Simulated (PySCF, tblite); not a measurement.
Isomers of C5H11NOSi2, one GFN2-xTB conformer each. Single-point energies are computed at PBE0/pcSseg-1 (PySCF, gas phase, no added dispersion term), electronic only.

**Question.** Rank them by PBE0/pcSseg-1 energy, lowest first (kJ/mol).
A. `[CH3:1][C:2](=[O:3])[NH:4][Si@H:5]1[CH:6]=[CH:7][CH2:8][SiH2:9]1` with C1–C2–N4–Si5 180°, C2–N4–Si5–C6 -172°, N4–Si5–C6–C7 126°, C6–C7–C8–Si9 -9°, C7–C8–Si9–Si5 11°, N4–Si5–Si9–C8 -118°
B. `[CH2:1]=[N:2][C:3]1=[C:4]([CH2:5][CH2:6][OH:7])[SiH2:8][SiH2:9]1` with C1–N2–C3–C4 -103°, C3–C4–C5–C6 -152°, C4–C5–C6–O7 -53°, C5–C6–O7–H -59°
C. `[CH3:1][SiH2:2][NH:3][SiH2:4][c:5]1[cH:6][cH:7][cH:8][o:9]1` with C1–Si2–N3–Si4 176°, Si2–N3–Si4–C5 176°, N3–Si4–C5–C6 -177°
D. `[N:1]#[C:2][C@@H:3]1[CH2:4][O:5][SiH2:6][CH2:7][CH2:8][SiH2:9]1` with C2–C3–C4–O5 -82°, C3–C4–O5–Si6 46°, C4–O5–Si6–C7 -89°, O5–Si6–C7–C8 61°
E. `[CH2:1]=[CH:2][CH2:3][C@H:4]([C:5]#[N:6])[O:7][SiH2:8][SiH3:9]` with C1–C2–C3–C4 117°, C2–C3–C4–C5 -168°, C3–C4–O7–Si8 -145°, C4–O7–Si8–Si9 176°
F. `[CH2:1]=[CH:2][SiH2:3][CH2:4][C@@H:5]([C:6]#[N:7])[O:8][SiH3:9]` with C1–C2–Si3–C4 140°, C2–Si3–C4–C5 79°, Si3–C4–C5–C6 -70°, C4–C5–O8–Si9 78°
G. `[N:1]#[C:2]/[CH:3]=[CH:4]\[CH2:5][SiH2:6][CH2:7][O:8][SiH3:9]` with C3–C4–C5–Si6 96°, C4–C5–Si6–C7 -55°, C5–Si6–C7–O8 72°, Si6–C7–O8–Si9 -171°
H. `[CH2:1]=[CH:2][Si@:3]([NH2:4])([C:5]#[C:6][CH3:7])[SiH2:8][OH:9]` with C1–C2–Si3–N4 -23°, C2–Si3–N4–H -45° and 180°, C2–Si3–Si8–O9 -68°, Si3–Si8–O9–H -41°
I. `[CH3:1][CH2:2][Si@@H:3]1[CH2:4][CH2:5][Si@@H:6]([C:7]#[N:8])[O:9]1` with C1–C2–Si3–C4 58°, C2–Si3–C4–C5 -141°, Si3–C4–C5–Si6 31°, C4–C5–Si6–C7 -138°, C5–Si6–O9–Si3 7°
J. `[CH:1]#[C:2][Si@@H:3]([SiH2:4][NH2:5])[C@@H:6]([CH3:7])[CH:8]=[O:9]` with C2–Si3–Si4–N5 60°, Si3–Si4–N5–H -174° and 46°, C2–Si3–C6–C7 178°, Si3–C6–C8–O9 -90°

**Answer.** I (0.0), A (156.3), C (169.6), D (203.7), H (265.9), G (327.4), F (353.9), E (357.6), J (364.6), B (436.6).

As drawn, the lowest has a C≡N group and an Si–O bond, which the highest lacks; the highest has a four-membered ring, a C=N bond and an O–H bond, which the lowest lacks. Neighbours under 10 kJ/mol apart (C=C[SiH2]C[C@@H](C#N)O[SiH3] and C=CC[C@H](C#N)O[SiH2][SiH3]; C=CC[C@H](C#N)O[SiH2][SiH3] and C#C[Si@@H]([SiH2]N)[C@@H](C)C=O) can change places with a better method, another conformer or zero-point energy. GFN2-xTB itself gives, in the same order: 0.0, 105.9, 15.6, 63.1, 231.4, 134.7, 174.7, 170.4, 325.0, 331.4. Both levels put the same isomer lowest; measured from each level's own lowest isomer, the values differ by up to 192.7 kJ/mol (N#C/C=C\C[SiH2]CO[SiH3]: 134.7 against 327.4).

**Question.** Which frontier levels, dipoles and rotational constants go with these structures?

**Answer.** 
```json
{"SMILES": "CC[Si@@H]1CC[Si@@H](C#N)O1", "HOMO (eV, PBE0/pcSseg-1)": "-8.44", "LUMO (eV)": "-0.71", "dipole (D)": "5.00", "A, B, C (MHz)": "2339, 681.5, 627.9"}
{"SMILES": "CC(=O)N[Si@H]1C=CC[SiH2]1", "HOMO (eV, PBE0/pcSseg-1)": "-7.24", "LUMO (eV)": "-0.34", "dipole (D)": "3.47", "A, B, C (MHz)": "2443, 718.6, 617.1"}
{"SMILES": "C[SiH2]N[SiH2]c1ccco1", "HOMO (eV, PBE0/pcSseg-1)": "-6.72", "LUMO (eV)": "-0.11", "dipole (D)": "1.40", "A, B, C (MHz)": "3057, 511.6, 444.2"}
{"SMILES": "N#C[C@@H]1CO[SiH2]CC[SiH2]1", "HOMO (eV, PBE0/pcSseg-1)": "-8.02", "LUMO (eV)": "0.14", "dipole (D)": "3.00", "A, B, C (MHz)": "1374, 1153, 965.3"}
{"SMILES": "C=C[Si@](N)(C#CC)[SiH2]O", "HOMO (eV, PBE0/pcSseg-1)": "-7.20", "LUMO (eV)": "-0.55", "dipole (D)": "3.00", "A, B, C (MHz)": "1332, 683.1, 533.7"}
{"SMILES": "N#C/C=C\\C[SiH2]CO[SiH3]", "HOMO (eV, PBE0/pcSseg-1)": "-7.36", "LUMO (eV)": "-1.31", "dipole (D)": "3.15", "A, B, C (MHz)": "1216, 1007, 698.7"}
{"SMILES": "C=C[SiH2]C[C@@H](C#N)O[SiH3]", "HOMO (eV, PBE0/pcSseg-1)": "-7.93", "LUMO (eV)": "-0.39", "dipole (D)": "3.70", "A, B, C (MHz)": "1737, 689.6, 553.0"}
{"SMILES": "C=CC[C@H](C#N)O[SiH2][SiH3]", "HOMO (eV, PBE0/pcSseg-1)": "-8.00", "LUMO (eV)": "-0.76", "dipole (D)": "3.49", "A, B, C (MHz)": "1333, 667.3, 493.1"}
{"SMILES": "C#C[Si@@H]([SiH2]N)[C@@H](C)C=O", "HOMO (eV, PBE0/pcSseg-1)": "-7.18", "LUMO (eV)": "-1.07", "dipole (D)": "1.31", "A, B, C (MHz)": "1104, 1047, 793.1"}
{"SMILES": "C=NC1=C(CCO)[SiH2][SiH2]1", "HOMO (eV, PBE0/pcSseg-1)": "-6.33", "LUMO (eV)": "-0.89", "dipole (D)": "2.93", "A, B, C (MHz)": "1642, 897.0, 609.7"}
```

**Question.** What happens when harmonic zero-point energies from GFN2-xTB frequencies are added?

**Answer.** 
```tsv
SMILES	ZPE (kJ/mol)	electronic (kJ/mol)	with ZPE (kJ/mol)
CC[Si@@H]1CC[Si@@H](C#N)O1	395.4	0.0	0.0
CC(=O)N[Si@H]1C=CC[SiH2]1	384.4	156.3	145.3
C[SiH2]N[SiH2]c1ccco1	376.8	169.6	151.0
N#C[C@@H]1CO[SiH2]CC[SiH2]1	383.5	203.7	191.7
C=C[Si@](N)(C#CC)[SiH2]O	377.8	265.9	248.3
N#C/C=C\C[SiH2]CO[SiH3]	367.3	327.4	299.2
C=C[SiH2]C[C@@H](C#N)O[SiH3]	366.1	353.9	324.5
C=CC[C@H](C#N)O[SiH2][SiH3]	366.7	357.6	328.8
C#C[Si@@H]([SiH2]N)[C@@H](C)C=O	374.5	364.6	343.6
C=NC1=C(CCO)[SiH2][SiH2]1	374.0	436.6	415.2
```

The zero-point energies span 29.3 kJ/mol. The order is unchanged.
